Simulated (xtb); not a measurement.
Sb$_{2}$, triplet, from a rough starting geometry (a higher spin typed on purpose: for a closed-shell molecule this is an excited state); GFN2-xTB run with xtb.

Here is a job for xtb.
```
$ xtb mol.xyz --gfn 2 --uhf 2 --opt vtight --json

# file mol.xyz
2

Sb     1.27662220    -0.01334854    -0.00011781
Sb    -1.24947287     0.00535113    -0.03134775
```

What the program printed (banner, timings and long lists left out):

```
   ID    Z sym.   atoms
    1   51 Sb     1, 2

           -------------------------------------------------
          |                Calculation Setup                |
           -------------------------------------------------

           -------------------------------------------------
          |                 G F N 2 - x T B                 |
           -------------------------------------------------

          ...................................................
          :                      SETUP                      :
          :.................................................:
          :  # basis functions                  20          :
          :  # atomic orbitals                  18          :
          :  # shells                            6          :
          :  # electrons                        10          :
          :  max. iterations                   250          :
          :  Hamiltonian                  GFN2-xTB          :
          :  restarted?                      false          :
          :  GBSA solvation                  false          :
          :  PC potential                    false          :
          :  electronic temp.          300.0000000     K    :
          :  accuracy                    1.0000000          :
          :  -> integral cutoff          0.2500000E+02      :
          :  -> integral neglect         0.1000000E-07      :
          :  -> SCF convergence          0.1000000E-05 Eh   :
          :  -> wf. convergence          0.1000000E-03 e    :
          :  Broyden damping             0.4000000          :
          :  net charge                          0          :
          :  unpaired electrons                  2          :
          ...................................................

 iter      E             dE          RMSdq      gap      omega  full diag
   1     -4.4124620 -0.441246E+01  0.193E+01    0.00       0.0  T
   2     -4.4127242 -0.262221E-03  0.134E+01    0.00       1.0  T
   3     -4.4129489 -0.224732E-03  0.903E-01    0.00       1.0  T
   4     -4.4129497 -0.791948E-06  0.485E-02    0.00       1.5  T
   5     -4.4129497 -0.154927E-08  0.123E-03    0.00      57.5  T
   6     -4.4129497 -0.381029E-12  0.105E-04    0.00     673.8  T
   7     -4.4129497  0.532907E-14  0.464E-07    0.00  100000.0  T

   *** convergence criteria satisfied after 7 iterations ***

 transition dipole moment (au) for excitation:           5           6
     X       Y       Z
  -0.0060   0.0000  -0.0001  total (au/Debye):    0.006   0.015
 dE (eV)             :    1.414
 oscillator strength :  0.17632E-05

         :::::::::::::::::::::::::::::::::::::::::::::::::::::
         ::                     SUMMARY                     ::
         :::::::::::::::::::::::::::::::::::::::::::::::::::::
         :: total energy              -4.402775055193 Eh    ::
         :: gradient norm              0.070037511427 Eh/a0 ::
         :: HOMO-LUMO gap              0.000000000001 eV    ::
         ::.................................................::
         :: SCC energy                -4.412949740808 Eh    ::
         :: -> isotropic ES           -0.000021154315 Eh    ::
         :: -> anisotropic ES          0.000062005977 Eh    ::
         :: -> anisotropic XC         -0.002562024604 Eh    ::
         :: -> dispersion             -0.001332528114 Eh    ::
         :: repulsion energy           0.010174685615 Eh    ::
         :: add. restraining           0.000000000000 Eh    ::
         :: total charge               0.000000000175 e     ::
         :::::::::::::::::::::::::::::::::::::::::::::::::::::

      -----------------------------------------------------------
     |                   =====================                   |
     |                        A N C O P T                        |
     |                   =====================                   |
     |               Approximate Normal Coordinate               |
[...]
 * total energy  :    -4.4027751 Eh     change        0.5329071E-14 Eh
 * total energy  :    -4.3941089 Eh     change        0.8666179E-02 Eh
 * total energy  :    -4.4054619 Eh     change       -0.1135306E-01 Eh
 * total energy  :    -4.4031044 Eh     change        0.2357549E-02 Eh
 * total energy  :    -4.4096056 Eh     change       -0.6501173E-02 Eh
 * total energy  :    -4.4099257 Eh     change       -0.3201174E-03 Eh
 * total energy  :    -4.4099758 Eh     change       -0.5007494E-04 Eh
 * total energy  :    -4.4099762 Eh     change       -0.4497136E-06 Eh
 * total energy  :    -4.4099764 Eh     change       -0.2033317E-06 Eh
 * total energy  :    -4.4099764 Eh     change       -0.3681500E-11 Eh
   *** GEOMETRY OPTIMIZATION CONVERGED AFTER 10 ITERATIONS ***
         :: total energy              -4.409976410916 Eh    ::
[...]
         :: -> anisotropic XC         -0.002205734358 Eh    ::
         :: -> dispersion             -0.001329617182 Eh    ::
         :: repulsion energy           0.002672078474 Eh    ::
         :: add. restraining           0.000000000000 Eh    ::
         :: total charge               0.000000000001 e     ::
         :::::::::::::::::::::::::::::::::::::::::::::::::::::

           -------------------------------------------------
          |                Property Printout                |
           -------------------------------------------------

    * Orbital Energies and Occupations

         #    Occupation            Energy/Eh            Energy/eV
      -------------------------------------------------------------
         1        2.0000           -0.7107914             -19.3416
         2        2.0000           -0.6489077             -17.6577
         3        2.0000           -0.3214879              -8.7481
         4        1.5000           -0.2954253              -8.0389
         5        1.5000           -0.2954253              -8.0389
         6        0.5000           -0.2574757              -7.0063 (HOMO)
         7        0.5000           -0.2574757              -7.0063 (LUMO)
         8                         -0.1607260              -4.3736
         9                         -0.0112302              -0.3056
        10                         -0.0112302              -0.3056
        11                          0.0433720               1.1802
        12                          0.0433720               1.1802
        13                          0.0588990               1.6027
        14                          0.0588990               1.6027
        15                          0.0706174               1.9216
        16                          0.0706174               1.9216
        17                          0.1926198               5.2415
        18                          0.7233720              19.6840
      -------------------------------------------------------------
                  HL-Gap            0.0000000 Eh            0.0000 eV
             Fermi-level           -0.2764505 Eh           -7.5226 eV

     #   Z          covCN         q      C6AA      α(0)
     1  51 Sb       0.962     0.000   455.874    42.562
     2  51 Sb       0.962    -0.000   455.874    42.562

 Mol. C6AA /au·bohr⁶  :       1823.497287
 Mol. C8AA /au·bohr⁸  :     195685.281207
 Mol. α(0) /au        :         85.123069

Wiberg/Mayer (AO) data.
largest (>0.10) Wiberg bond orders for each atom

 ---------------------------------------------------------------------------
     #   Z sym  total        # sym  WBO       # sym  WBO       # sym  WBO
 ---------------------------------------------------------------------------
     1  51 Sb   1.645 --     2 Sb   1.645
     2  51 Sb   1.645 --     1 Sb   1.645
 ---------------------------------------------------------------------------

Topologies differ in total number of bonds
Writing topology from bond orders to xtbtopo.mol

molecular dipole:
                 x           y           z       tot (Debye)
 q only:        0.000      -0.000       0.000
   full:        0.000      -0.000       0.000       0.000
molecular quadrupole (traceless):
                xx          xy          yy          xz          yz          zz
 q only:        0.000      -0.000      -0.000      -0.000       0.000      -0.000
  q+dip:       -0.515       0.006       0.258      -0.010       0.000       0.258
   full:       -4.289       0.048       2.145      -0.080       0.001       2.144

optimized geometry written to: xtbopt.xyz

           -------------------------------------------------
          | TOTAL ENERGY               -4.409976410916 Eh   |
          | GRADIENT NORM               0.000000004834 Eh/α |
          | HOMO-LUMO GAP               0.000000066660 eV   |
           -------------------------------------------------

normal termination of xtb
```
